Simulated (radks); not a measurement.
Numerical settings for the magnesium ion Mg+, [Ne] 3s1. All-electron calculation, non-relativistic Kohn-Sham, PBEsol, spin-polarised, spherical densities, point nucleus; open shells are filled with parallel spins first. Program: a radial shooting solver on a logarithmic mesh with Libxc functionals. The defaults (mesh step 0.008 in ln r, mesh end at 40 bohr or more with all orbitals vanishing there, Anderson mixing 0.5 over 9 steps, residual threshold near 1e-9 with the energy settled to 1e-9 hartree or 1e-11 of itself, here a cap of 66 iterations) give E = -199.2408 hartree and 3s at -11.868 eV in 15 iterations. Run on one thread of a shared host, so times are rough (Arm Neoverse V1): 0.09 s of CPU time, 0.09 s wall, 15 iterations on 2476 mesh points. Changes against that run (0 stands for a change within the tolerance of the run):

| setting | iterations | converged | E (mhartree) | e(3s) (meV) | CPU (s) |
|---|---|---|---|---|---|
| mesh step in ln r 0.12 | 4 | no | diverged | - | 0.01 |
| mesh step in ln r 0.2 | 66 | no | -1.01e+06 | - | 0.16 |
| mesh step in ln r 0.005 | 15 | yes | 0 | 0 | 0.14 |
| mesh end (bohr) 5 | 14 | yes | +32.2 | +1.25e+03 | 0.08 |
| mesh end (bohr) 20 | 15 | yes | 0 | 0 | 0.09 |
| residual threshold 0.01 | 10 | yes | 0 | 0 | 0.07 |
| residual threshold 0.1 | 10 | yes | 0 | 0 | 0.07 |
| mixing 1.5 | 15 | yes | 0 | 0 | 0.09 |
| linear mixing, mixing 0.05 | 66 | no | +0.11 | -203 | 0.35 |
| linear mixing, mixing 1 | 66 | no | 0 | 0 | 0.34 |
| mixing history 3 | 17 | yes | 0 | 0 | 0.1 |
| iteration cap 8 | 8 | no | 0 | +0.0244 | 0.05 |

Settings that end as converged yet miss the energy by more than 1 mhartree: mesh end (bohr) 5 (+0.0322 hartree). A mesh that ends early acts as a hard wall.
